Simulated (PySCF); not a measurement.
**Distorted geometries of [WO3(OH)]−**

[WO3(OH)]− (singlet). PySCF 2.14.0, RKS r2SCAN, W def2-SVP with ECP60, O def2-SVP, H def2-SVP; non-relativistic Hamiltonian with scalar-relativistic core potentials where named; density fitting; no spin-orbit coupling. Relaxed geometry:

```xyz
6

W     0.0084   -0.0084   -0.0601
O     0.9412    1.0788    0.9606
O    -1.0788   -0.9412    0.9606
O     1.0774   -1.0774   -0.9564
O    -1.0448    1.0448   -1.3286
H    -1.6624    1.6624   -0.9170
```

**Question.** Order these distorted geometries by energy above the relaxed one, lowest first.
A.
```xyz
6

W    -0.0744    0.0774   -0.0842
O     0.9645    1.0991    0.9517
O    -1.0129   -1.0227    0.8793
O     1.0752   -1.0415   -0.8969
O    -1.1001    0.8751   -1.1892
H    -1.6114    1.7717   -1.0015
```
B.
```xyz
6

W     0.0731   -0.1731   -0.0813
O     1.0023    1.3999    0.9550
O    -1.1511   -1.0211    0.7129
O     0.9053   -1.0140   -0.8854
O    -0.8961    1.0233   -1.3600
H    -1.6924    1.5441   -0.6820
```
C.
```xyz
6

W    -0.0411    0.2144   -0.1177
O     0.9683    1.0289    1.0081
O    -1.0293   -0.9540    1.1322
O     1.1072   -1.1020   -1.0446
O    -1.0525    1.0019   -1.1994
H    -1.7117    1.5699   -1.1194
```

**Answer.** A (1.54 eV), C (3.67 eV), B (6.96 eV).

**Question.** Which forces (eV/Å) act in the one that lies 6.96 eV up?

**Answer.** 
```
W   -16.21  30.72  19.59
O    -1.93  -4.87  -2.36
O    -3.05  -3.36   2.40
O    20.80 -21.56 -19.64
O    -3.34   1.43   2.97
H     3.72  -2.35  -2.96
```
Forces carry noise of the integration grid, about 0.01 to 0.03 eV/Å.

No frequency check is given that shows the relaxed geometry to be a minimum.
